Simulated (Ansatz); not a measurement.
Reaction (β-hydride elimination): `CN(C)BN` → `BN` + `C=NC`

Isolated molecules relaxed with PBE0-D4/def2-TZVP in Ansatz; ΔE leaves out vibrations. CBS: MP2 limit from def2 TZ/QZ plus the TZ coupled-cluster correction, frozen cores. This one scheme is used for every species. Functionals use def2-TZVPP. One conformer a species, not always the lowest.

`CN(C)BN`:

```xyz
14

C     0.245   -1.357    0.292
N    -0.020   -0.075   -0.301
C    -0.177   -0.133   -1.730
B    -0.128    1.136    0.414
N     0.011    1.251    1.814
H     0.372   -1.277    1.371
H    -0.575   -2.063    0.104
H     1.161   -1.804   -0.117
H    -0.374    0.864   -2.122
H     0.726   -0.524   -2.218
H    -1.012   -0.787   -2.016
H    -0.352    2.137   -0.209
H     0.196    0.493    2.447
H    -0.074    2.139    2.270
```

`BN`:

```xyz
6

B    -0.514   -0.283    0.350
N     0.528    0.291   -0.360
H    -0.573   -0.112    1.533
H    -1.327   -0.935   -0.238
H     0.640    0.188   -1.354
H     1.246    0.850    0.069
```

`C=NC`:

```xyz
8

C    -0.634   -1.062   -0.397
N    -0.751    0.162   -0.137
C     0.420    0.873    0.303
H     0.315   -1.611   -0.303
H    -1.505   -1.624   -0.733
H     1.320    0.244    0.373
H     0.615    1.699   -0.386
H     0.220    1.320    1.280
```

| level | ΔE (kJ/mol) |
| --- | --- |
| ωB97X-V | 214.1 |
| PBE-QIDH | 225.6 |

What does CCSD(T)/CBS give? (Estimate.)

Ansatz gave: +207.9 kJ/mol. The listed levels differ from it by 6.2, 17.7 kJ/mol.

Largest T1 diagnostic among the species: 0.012.

From r2SCAN to r2SCAN0 (25 % exact exchange), in def2-TZVPP and without D4, ΔE moves by +10.7 kJ/mol. In def2-TZVPP, CCSD(T) changes the Hartree–Fock value by +23.3 kJ/mol (the triples alone add −0.1 kJ/mol) and MP2 by +36.2 kJ/mol. At CCSD(T), def2-SVP lies −3.8 kJ/mol from the extrapolated value and def2-TZVPP −5.4 kJ/mol.
